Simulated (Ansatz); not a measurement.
Geometry optimisation, RKS B3LYP-D4/STO-3G (Ansatz 0.2.0).

Input:

```yaml
crystal:
  periodic: [false, false, false]
  atoms:
    - { symbol: C, position_ang: [-1.663, 0.8378, 1.3447] }
    - { symbol: Al, position_ang: [0.0855, 0.1264, 1.7214] }
    - { symbol: O, position_ang: [1.4761, 0.5449, 0.615] }
    - { symbol: Si, position_ang: [1.5935, -0.6225, -0.6311] }
    - { symbol: C, position_ang: [3.02666, -1.82472, -0.17439] }
    - { symbol: H, position_ang: [-1.6513, 1.5504, 0.4359] }
    - { symbol: H, position_ang: [-2.0331, 1.4798, 2.2058] }
    - { symbol: H, position_ang: [-2.3849, 0.0714, 1.1335] }
    - { symbol: H, position_ang: [0.2971, -0.8447, 2.9992] }
    - { symbol: H, position_ang: [0.41503, -1.34902, -0.78968] }
    - { symbol: H, position_ang: [1.97811, 0.043, -1.92727] }
    - { symbol: H, position_ang: [3.97227, -1.25461, -0.09583] }
    - { symbol: H, position_ang: [2.84003, -2.2777, 0.84751] }
    - { symbol: H, position_ang: [3.12063, -2.58351, -0.92106] }
basis:
  gaussian: { orbitals: STO-3G }
hamiltonian:
  xc: b3lyp
  dispersion: d4
relax:
  f_tol: 0.015
  max_steps: 40
output:
  orbitals: {}
```

Command:

```bash
$ ansatz run input.yaml --threads 1 --pin off --max-ram 2048MiB --backend cpu --events-out ev --progress --plain --runs-dir out
```

**Question.** Where does it end, and by what steps?

**Answer.** The run converged. The force dipped under the threshold on the way, but the program's further checks kept it going. Limits of this set-up: minimal basis. After 23 steps the energy has fallen by 0.936 eV; H9 moved furthest, 1.59 Å.

| step | energy less start (eV) | largest force component (eV/Å) | accepted |
| --- | --- | --- | --- |
| 0 | 0.0000 | 2.982 | yes |
| 1 | -0.5778 | 1.285 | yes |
| 2 | -0.6545 | 0.571 | yes |
| 3 | -0.6755 | 0.749 | yes |
| 4 | -0.7227 | 0.243 | yes |
| 5 | -0.7418 | 0.199 | yes |
| 6 | -0.7715 | 0.101 | yes |
| 7 | -0.7857 | 0.208 | yes |
| 8 | -0.8031 | 0.588 | yes |
| 9 | -0.8391 | 0.320 | yes |
| 10 | -0.8901 | 0.194 | yes |
| 11 | -0.9051 | 0.371 | yes |
| 12 | -0.9145 | 0.176 | yes |
| 13 | -0.9209 | 0.110 | yes |
| 14 | -0.9254 | 0.074 | yes |
| 15 | -0.9283 | 0.121 | yes |
| 16 | -0.9303 | 0.109 | yes |
| 17 | -0.9329 | 0.120 | yes |
| 18 | -0.9334 | 0.134 | yes |
| 19 | -0.9345 | 0.114 | yes |
| 20 | -0.9353 | 0.068 | yes |
| 21 | -0.9357 | 0.030 | yes |
| 22 | -0.9358 | 0.012 | yes |
| 23 | -0.9359 | 0.010 | yes |

```xyz
14
Properties=species:S:1:pos:R:3
C -1.509 1.059 1.756
Al -0.331 -0.285 1.084
O 0.541 0.127 -0.291
Si 1.654 -0.915 -1.011
C 3.010 -1.454 0.178
H -1.523 1.960 1.130
H -1.228 1.377 2.770
H -2.545 0.698 1.824
H -0.165 -1.639 1.707
H 1.009 -2.107 -1.536
H 2.258 -0.210 -2.122
H 3.553 -0.594 0.590
H 2.606 -2.030 1.021
H 3.741 -2.091 -0.336
```

Whether the end is a true minimum wasn't checked by a vibrational analysis.

Run time: 35 s on 1 thread of AMD EPYC 9R45 96-Core Processor (Zen 5), with other jobs on the host, peak memory 0.17 GiB.
